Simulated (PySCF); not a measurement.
Level of theory: PBE-D3(BJ)/def2-TZVP run with PySCF. All species are isolated molecules in the gas phase. One relaxed conformer stands for a flexible species; it need not be the lowest. Excitations are Tamm–Dancoff values on a coarser integration grid. The basis has no diffuse functions, so Rydberg states are missing or too high.

Reference species (SMILES): `OB(S)O` (neutral, multiplicity 1).

```json
{
  "T1 excitation (TDA)": "5.20 eV",
  "HOMO–LUMO gap": "5.26 eV",
  "S1 excitation (TDA)": "5.30 eV",
  "LUMO": "-0.86 eV"
}
```

Changed species: `OB(O)O` (0 of 3 OH replaced by SH; the reference has 1 of 3 OH replaced by SH).

Question: Predict the effect on the T1 excitation (TDA), HOMO–LUMO gap, S1 excitation (TDA) and LUMO.

Answer: the T1 excitation (TDA) goes up by 1.32 eV, to 6.52 eV; the HOMO–LUMO gap goes up by 1.35 eV, to 6.61 eV; the S1 excitation (TDA) increases by 1.37 eV, to 6.67 eV; the LUMO increases by 0.07 eV, to -0.79 eV.
